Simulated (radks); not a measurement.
Task: Successive ionisation energies (eV) of one element, from differences of total energies of ions in their ground configurations, starting at charge 0: 5.206, 20.383, 30.202, 51.925, 66.947, 82.679, 98.983, 115.62, 140.14, 158.75, 177.82, 197.26, 216.89. All-electron calculation, scalar-relativistic Kohn-Sham, r2SCAN, spin-polarised, spherical densities, finite nucleus; open shells are filled with parallel spins first (spin-orbit coupling, left out, can overturn this in heavy ions); meta-GGA in the generalised Kohn-Sham scheme; Fermi nuclear charge, rms radius 5.4759 fm. Program: a radial shooting solver on a logarithmic mesh with Libxc functionals. Which element is it?

Result: Thallium (Z = 81). The first species listed is Tl in [Hg] 6p1, the last Tl12+ in [Xe] 4f14 5d1.
